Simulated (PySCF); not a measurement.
A side-by-side comparison of computed properties.

First species: C3H12B2N2.
SMILES: `[BH2-]1[NH2+][BH-](C2CC2)[NH2+]1`

Second species: C₃H₁₂B₂N₂.
SMILES: `C=C[B@@H-]1[NH2+][BH2-][N@H+]1C`

Levels: CAM-B3LYP/def2-SVPD for dipole moment, HOMO energy, LUMO energy, HOMO–LUMO gap, static isotropic polarisability and electronic spatial extent ⟨r²⟩ about the centre of nuclear charge; TDDFT CAM-B3LYP/def2-SVPD for lowest singlet excitation; TDA CAM-B3LYP/def2-SVPD for lowest triplet excitation (Tamm–Dancoff); ΔSCF CAM-B3LYP/def2-SVPD for vertical ionisation energy; PBE0-D3(BJ)/def2-SVP for rotational constant A and rotational constant C. Geometries: PBE0-D3(BJ)/def2-SVP. Each species is one conformer at its optimised geometry, gas phase, non-relativistic unless stated. Electronic properties by PySCF.

Dipoles, sizes and rotational constants follow the conformer. The torsions of the flexible species, by atom-mapped SMILES:
- `[BH2-:1]1[NH2+:2][BH-:3]([CH:4]2[CH2:5][CH2:6]2)[NH2+:7]1`: N2–B3–C4–C5 163°
- `[CH2:1]=[CH:2][B@@H-:3]1[NH2+:4][BH2-:5][N@H+:6]1[CH3:7]`: C1–C2–B3–N4 117°

Values for the first species:

```
Dipole moment                                                     : 0.19 D
HOMO energy                                                       : -9.02 eV
LUMO energy                                                       : 0.88 eV
HOMO–LUMO gap                                                     : 9.90 eV
Lowest singlet excitation                                         : 7.25 eV
Lowest triplet excitation (Tamm–Dancoff)                          : 7.04 eV
Static isotropic polarisability                                   : 80.0 au
Vertical ionisation energy                                        : 9.72 eV
Electronic spatial extent ⟨r²⟩ about the centre of nuclear charge : 932 bohr²
Rotational constant A                                             : 5.721 GHz
Rotational constant C                                             : 1.376 GHz
```

Q: Estimate the same properties for the second species, and the change in each.

A: 
| property | first | second | second less first |
| --- | --- | --- | --- |
| dipole moment | 0.19 D | 0.52 D | +0.33 D |
| HOMO energy | -9.02 eV | -8.54 eV | +0.48 eV |
| LUMO energy | 0.88 eV | 0.86 eV | -0.02 eV |
| HOMO–LUMO gap | 9.90 eV | 9.40 eV | -0.50 eV |
| lowest singlet excitation | 7.25 eV | 6.78 eV | -0.47 eV |
| lowest triplet excitation (Tamm–Dancoff) | 7.04 eV | 4.30 eV | -2.74 eV |
| static isotropic polarisability | 80.0 au | 83.0 au | +3.0 au |
| vertical ionisation energy | 9.72 eV | 9.33 eV | -0.39 eV |
| electronic spatial extent ⟨r²⟩ about the centre of nuclear charge | 932 bohr² | 877 bohr² | -55 bohr² |
| rotational constant A | 5.721 GHz | 3.369 GHz | -2.352 GHz |
| rotational constant C | 1.376 GHz | 1.541 GHz | +0.165 GHz |

On the first: The vertical singlet–triplet gap S1 − T1 is 0.21 eV (TDDFT singlet less Tamm–Dancoff triplet; S1: HOMO→LUMO, weight 0.83; T1: HOMO→LUMO, weight 0.71). In atomic units the dipole is 0.08 e·bohr (1 au = 2.5417 D).

On the second: The dipole equals about 1.7 × 10⁻³⁰ C·m (1 D = 3.33564 × 10⁻³⁰ C·m). The principal polarisabilities are 73.9, 82.0 and 93.0 au; their mean is the isotropic value.
